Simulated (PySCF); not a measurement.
InF2I, SMILES [F][In]([F])[I].

Geometry optimised at r2SCAN-D4/def2-SVP. The def2 effective core potentials stand for the cores of I, In; spin–orbit coupling is left out.

Computed with PySCF with C-PCM-B3LYP/def2-SVP.

The values are the electrostatic part of the solvation free energy, E(continuum) − E(gas) at the gas-phase geometry, in a cavity of scaled van der Waals radii (PySCF's table); cavitation and dispersion terms are not included. A continuum can't describe solvent molecules that bind to the metal. In vacuum the orbital gap is 4.72 eV. The dipole moment in vacuum is 2.31 D.

Computed values in water (ε = 78.36), methanol (ε = 32.61), chloroform (ε = 4.71):
```
solvent         ε  ΔG(elec) (kcal/mol)  dipole (D)  gap (eV)
----------  -----  -------------------  ----------  --------
water       78.36                -10.1        2.55      4.77
methanol    32.61                 -9.9        2.54      4.77
chloroform   4.71                 -7.9        2.50      4.76
```
